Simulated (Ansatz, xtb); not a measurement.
Relative energy of two isomers of C3H4N2OS

We compare X, `OCc1ncns1`, a singlet, with Y, `COc1cnsn1`, a singlet. Both are isolated molecules in the gas phase, relaxed with PBE0-D3(BJ)/def2-SVP; the shapes shown needn't be the lowest conformers.

X (Å):

```xyz
11

C     0.4430    2.2465    0.7866
C    -0.4384    1.2644    0.0751
C    -2.0524   -0.1756   -0.1600
N    -1.3721    0.6157    0.7159
N    -1.7147   -0.1801   -1.4209
O     0.3668    2.0839    2.1604
S    -0.4378    0.8692   -1.6024
H    -0.4547    1.5979    2.3316
H     1.4871    2.1236    0.4477
H     0.1312    3.2642    0.4665
H    -2.8765   -0.8041    0.1878
```

Y (Å):

```tsv
atom	x (Å)	y (Å)	z (Å)
C	-0.7274	-0.9037	2.1135
C	-0.5037	1.2431	1.2430
C	-0.4560	2.6805	1.3195
N	-0.2533	3.2504	0.1625
N	-0.3366	0.7664	0.0361
O	-0.7013	0.4942	2.3193
S	-0.1271	2.0581	-0.9709
H	0.2267	-1.2567	1.6919
H	-1.5352	-1.1839	1.4196
H	-0.8981	-1.3583	3.0964
H	-0.5735	3.2646	2.2345
```

**Question.** Estimate which is lower in electronic energy at CCSD(T)/def2-SVP + ΔMP2/def2-TZVPP, and by roughly how much.

**Answer.** The CCSD(T)/def2-SVP + ΔMP2/def2-TZVPP calculation puts structure X lower, by 30.7 kJ/mol.

How the difference moves with the method:

```csv
level,geometry,E(Y) − E(X) (kJ/mol),departure from the last row (kJ/mol),"job, with rough time for the two"
GFN2-xTB,GFN2-xTB,−18.4,−49.1,"optimisation, 0.24 s"
HF/STO-3G,GFN2-xTB,−11.1,−41.8,"single point, 0.79 s"
r2SCAN-D4/def2-SVP,GFN2-xTB,+27.2,−3.6,"single point, 5.2 s"
PBE0-D3(BJ)/def2-SVP,PBE0-D3(BJ)/def2-SVP,+35.2,+4.5,"optimisation, 63 s"
HF/def2-SVP,PBE0-D3(BJ)/def2-SVP,+39.6,+8.9,part of the CCSD(T) run
MP2/def2-SVP,PBE0-D3(BJ)/def2-SVP,+36.9,+6.2,part of the CCSD(T) run
CCSD(T)/def2-SVP,PBE0-D3(BJ)/def2-SVP,+38.3,+7.6,single point
CCSD(T)/def2-SVP + ΔMP2/def2-TZVPP,PBE0-D3(BJ)/def2-SVP,+30.7,,"single point, 57 s"
```

As drawn, Y has 1 C–O, 1 C∷C, 1 N∷S, 1 C–H in place of 1 C–C, 1 C∷N, 1 C∷S, 1 O–H (∷ is an aromatic bond).

GFN2-xTB, HF/STO-3G put the two in the other order. The largest departure from CCSD(T)/def2-SVP + ΔMP2/def2-TZVPP is that of GFN2-xTB, 49.1 kJ/mol. The last row adds to CCSD(T) the change of the MP2 difference between the two basis sets, here −7.6 kJ/mol.

With thermal terms from frequencies at re-optimised GFN2-xTB minima (ideal gas, soft modes damped towards free rotors, one conformer each, 298.15 K, 1 atm): the zero-point term adds +0.7 kJ/mol; ΔH is +31.1 and ΔG +32.2 kJ/mol.

The correlated steps freeze 11 core orbitals. Codes used: Ansatz 0.2.0, xtb 6.7.1; the last row on 2 threads of Intel(R) Xeon(R) Processor @ 2.70GHz on a shared host.
